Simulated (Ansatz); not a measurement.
`O[SiH]([SiH3])O[SiH3]` + H₂ → `[SiH3]O[SiH2][SiH3]` + H₂O at 700 K and 1 bar (hydrogenolysis of the Si–O bond).

Calculated with Ansatz (gas phase, PBE0-D4/def2-TZVP geometries, no zero-point term in ΔE). CCSD(T)/CBS is the MP2 limit (def2-TZVPP, def2-QZVPP) plus CCSD(T) − MP2 in def2-TZVPP, frozen cores. This one scheme is used for every species. One conformer a species, not always the lowest.

```json
{"species": "`O[SiH]([SiH3])O[SiH3]`", "CCSD(T)/CBS energy (Eh)": "-1022.52413", "H − E (kJ/mol)": "310.4", "S (J/(mol·K))": "578.5"}
{"species": "H₂", "CCSD(T)/CBS energy (Eh)": "-1.17544", "H − E (kJ/mol)": "46.8", "S (J/(mol·K))": "155.3"}
{"species": "`[SiH3]O[SiH2][SiH3]`", "CCSD(T)/CBS energy (Eh)": "-947.28799", "H − E (kJ/mol)": "281.5", "S (J/(mol·K))": "535.3"}
{"species": "H₂O", "CCSD(T)/CBS energy (Eh)": "-76.37941", "H − E (kJ/mol)": "80.5", "S (J/(mol·K))": "218.4"}
```

H − E and S are ideal-gas, rigid-rotor, harmonic terms from PBE0-D4/def2-TZVP, for one conformer and one mirror image of each species. The MP2-based limit puts H₂ 0.8 mEh under its directly extrapolated value; such offsets cancel only in part. 1 Eh = 2625.50 kJ/mol, R = 8.31446 J/(mol·K).

Problem. By hand: ΔE, ΔH, ΔS and ΔG.

Solution. ΔE = (-947.28799) + (-76.37941) − (-1022.52413) − (-1.17544) = 0.03217 Eh = 84.5 kJ/mol. Δ(H − E) = 281.5 + 80.5 − 310.4 − 46.8 = 4.8, so ΔH = 89.3 kJ/mol. ΔS = 535.3 + 218.4 − 578.5 − 155.3 = 19.9 J/(mol·K). ΔG = 89.3 − 700 × (19.9)/1000 = 75.4 kJ/mol.

Problem. By hand: the equilibrium constant, and the temperature at which ΔG would vanish if ΔH and ΔS stayed fixed.

Solution. log₁₀ K = −ΔG/(RT ln 10) = -5.6. ΔG = 0 at ΔH/ΔS = 4487 K, far beyond where these terms or the molecules hold.

ΔH outweighs TΔS. A doubt of 5 kJ/mol in ΔE shifts log₁₀ K by 0.4 here. Other conformers and mirror images would add mixing entropy, several J/(mol·K) or more a flexible species. Modes under 60 cm⁻¹, often nearly free rotors, make the harmonic entropy too high. These are equilibria of isolated gas molecules and say nothing of rates. Largest T1 diagnostic: 0.013 (customary marks: 0.02 for closed shells, 0.045 for open ones).
